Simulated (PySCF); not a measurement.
ECD: `C[C@@H]1C[C@@H]([SiH3])[C@@H]1C=O`, C$_{6}$H$_{12}$OSi

Geometry:
```json
{"atom": "C1", "x (Å)": "2.323", "y (Å)": "0.488", "z (Å)": "-0.154"}
{"atom": "C2", "x (Å)": "0.986", "y (Å)": "0.011", "z (Å)": "0.385"}
{"atom": "C3", "x (Å)": "0.336", "y (Å)": "-1.217", "z (Å)": "-0.269"}
{"atom": "C4", "x (Å)": "-1.014", "y (Å)": "-0.479", "z (Å)": "-0.264"}
{"atom": "Si5", "x (Å)": "-2.237", "y (Å)": "-1.030", "z (Å)": "1.082"}
{"atom": "C6", "x (Å)": "-0.279", "y (Å)": "0.847", "z (Å)": "0.064"}
{"atom": "C7", "x (Å)": "-0.182", "y (Å)": "1.716", "z (Å)": "-1.142"}
{"atom": "O8", "x (Å)": "-0.480", "y (Å)": "2.878", "z (Å)": "-1.187"}
{"atom": "H9", "x (Å)": "2.566", "y (Å)": "1.468", "z (Å)": "0.254"}
{"atom": "H10", "x (Å)": "3.108", "y (Å)": "-0.209", "z (Å)": "0.132"}
{"atom": "H11", "x (Å)": "2.312", "y (Å)": "0.562", "z (Å)": "-1.238"}
{"atom": "H12", "x (Å)": "1.063", "y (Å)": "-0.121", "z (Å)": "1.467"}
{"atom": "H13", "x (Å)": "0.719", "y (Å)": "-1.406", "z (Å)": "-1.271"}
{"atom": "H14", "x (Å)": "0.385", "y (Å)": "-2.143", "z (Å)": "0.302"}
{"atom": "H15", "x (Å)": "-1.507", "y (Å)": "-0.460", "z (Å)": "-1.238"}
{"atom": "H16", "x (Å)": "-3.353", "y (Å)": "-0.087", "z (Å)": "1.111"}
{"atom": "H17", "x (Å)": "-2.690", "y (Å)": "-2.381", "z (Å)": "0.748"}
{"atom": "H18", "x (Å)": "-1.545", "y (Å)": "-1.042", "z (Å)": "2.372"}
{"atom": "H19", "x (Å)": "-0.673", "y (Å)": "1.434", "z (Å)": "0.896"}
{"atom": "H20", "x (Å)": "0.157", "y (Å)": "1.183", "z (Å)": "-2.054"}
```

Computed with TDDFT BHandHLYP/def2-SVPD circular dichroism and optical rotation, one conformer, gas phase (PySCF). Geometry: GFN2-xTB.

The molecule is flexible and this is one conformer; a measurement averages over conformers.

(1) Assign R or S to each stereocentre.

(2) List the lowest 8 singlet excitations with oscillator and rotatory strengths.

Results:

(1) C2 R, C4 R, C6 S.

(2) Rotatory strengths R in 10⁻⁴⁰ esu² cm², velocity form and length form (origin at the centre of mass); f in length form.
```
state  E (eV)  λ (nm)       f  R (velocity)  R (length)                                  main
    1    4.43     280  0.0005         +11.0       +11.0                        HOMO→LUMO 0.82
    2    7.41     167   0.113         -68.2       -68.5                      HOMO−1→LUMO 0.83
    3    7.79     159   0.031         +14.8       +14.9    HOMO→LUMO+1 0.46, HOMO→LUMO+2 0.20
    4    7.88     157   0.012          -4.0        -3.9    HOMO−2→LUMO 0.77, HOMO−3→LUMO 0.12
    5    7.93     156   0.005          +4.0        +3.5    HOMO→LUMO+3 0.29, HOMO→LUMO+1 0.26
    6    8.09     153   0.009         +14.6       +14.9    HOMO−3→LUMO 0.49, HOMO−2→LUMO 0.12
    7    8.30     149   0.006         +21.5       +20.8  HOMO−1→LUMO+1 0.40, HOMO→LUMO+5 0.16
    8    8.35     148   0.025         -28.2       -29.2    HOMO→LUMO+2 0.33, HOMO→LUMO+5 0.15
```

Among the states computed, the strongest CD band (largest |R|) is state 2. The largest dissymmetry factor in size, g = 4R/(D+G), with D and G the electric and magnetic dipole strengths, is +0.14 for state 1 (velocity form, f = 0.0005), among bands with |R| over 0.5. The mirror image has the same energies and oscillator strengths and all R with the opposite sign.
